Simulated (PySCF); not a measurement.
**Ionising TlAs**

UHF-CCSD(T); PySCF, scalar-relativistic core potentials, basis sets Tl def2-SVP with ECP60, As def2-SVP. Neutral (UHF): triplet (π ↑↑), Re = 2.858 Å, ωe = 152 cm⁻¹, De = 1.25 eV.

TlAs⁺ (UHF): quartet (σ ↑, π ↑↑), Re = 3.389 Å, ωe = 57.6 cm⁻¹. The energies at the minima are -2405.73022 hartree for TlAs and -2405.50051 for TlAs⁺.

Task: Work out the adiabatic ionisation energy, without and with harmonic zero-point energies (1 hartree = 27.2114 eV, 1 eV = 8065.5 cm⁻¹), and the change of the bond length.

Result: At UHF-CCSD(T): 0.22971 hartree = 6.251 eV between the minima; the zero-point term (57.6 − 152.0)/2 cm⁻¹ = -0.006 eV makes it 6.245 eV. Re changes by +53.1 pm against the neutral. The electron leaves a σ orbital, and the ion is left as a loose complex of an ion and an atom.

Correlated steps freeze 13 core orbitals. Correlated levels converge slowly with the basis: in double zeta they bind strong bonds too weakly, by up to about 1 eV, and carry superposition errors of some tenths. These are scalar-relativistic numbers at best; spin–orbit coupling would shift them, the dissociation energy most. States were picked by a PBE0 search and need not be the measured ground states.
